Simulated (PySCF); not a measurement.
An unknown is described by computed data only.

Formula: C2H7As.

| Quantity | Value |
| --- | --- |
| UV, strongest line | among the 10 lowest singlet transitions: S3 at 7.01 eV (177 nm, f = 0.167) [TDDFT CAM-B3LYP/def2-SVPD] |
| Dipole | 1.00 D [CAM-B3LYP/def2-SVPD] |
| Triplet | lowest triplet excitation (Tamm–Dancoff): 5.30 eV [TDA CAM-B3LYP/def2-SVPD] |
| NMR, other nuclei | isotropic shieldings of nuclei other than C and H, by class: 1556 (1 As) ppm [GIAO PBE0/pcSseg-1] |
| Couplings | largest of the computed one-bond spin–spin couplings (means over like bonds): 13C–1H +140.2 (×6) Hz [B3LYP/pcJ-1 (pcSseg-1 on As), spin–dipole term left out] |
| Polarisability | 59.2 au [CAM-B3LYP/def2-SVPD] |
| 13C NMR | chemical shifts (computed TMS as zero) by class: 7.6 (2 C) ppm [GIAO PBE0/pcSseg-1] |
| XPS | C1s 290.4 (×2) eV [ΔSCF SCAN, pcX-2 on the ionised atom, pcseg-1 elsewhere, spin-free X2C] |
| Rotational structure | rotational constants A, B, C: 10.779, 6.438, 4.417 GHz [PBE0-D3(BJ)/def2-SVP] |

The electronic properties come from PySCF, for the isolated species, density fitting. Levels stand in brackets. Geometry: PBE0-D3(BJ)/def2-SVP; no solvent, vibrations or thermal averaging. The calculation (core ionisation apart) is non-relativistic and has no spin–orbit coupling, an omission that weighs most on arsenic. NMR classes are plain means over equivalent atoms (diastereotopic ones count apart unless rotation or inversion swaps them), as if these changed places fast.

Problem. What is the compound? Reason from the data.

Solution. 2 carbons fall into 1 class: carbon bonded to As and 3 H (7.6 ppm, 2 C). The other shieldings belong to: 1556 ppm, arsenic bonded to 2 C and H. The couplings run between: +140.2 Hz, carbon bonded to As and 3 H and its hydrogen (with 5 like pairs). The core levels belong to: C1s 290.4 eV, carbon bonded to As and 3 H. No core level of As was computed. The optimised geometry has point group Cs and is an asymmetric top. Structure: AsMe2H (`[AsH](C)C`). Computed isomers that give other values at the same levels: `CC[AsH2]` (rotational constant A: 24.642 GHz; this holds for the one conformer computed); `[H][As]([H])CC` (13C chemical shifts (computed TMS as zero) by class: 15.3 (1 C), 11.6 (1 C) ppm). The assignments are read from this structure; whether some other isomer fits the data as well wasn't checked. NMR values of atoms bound to As lack the spin–orbit term that these neighbours bring.
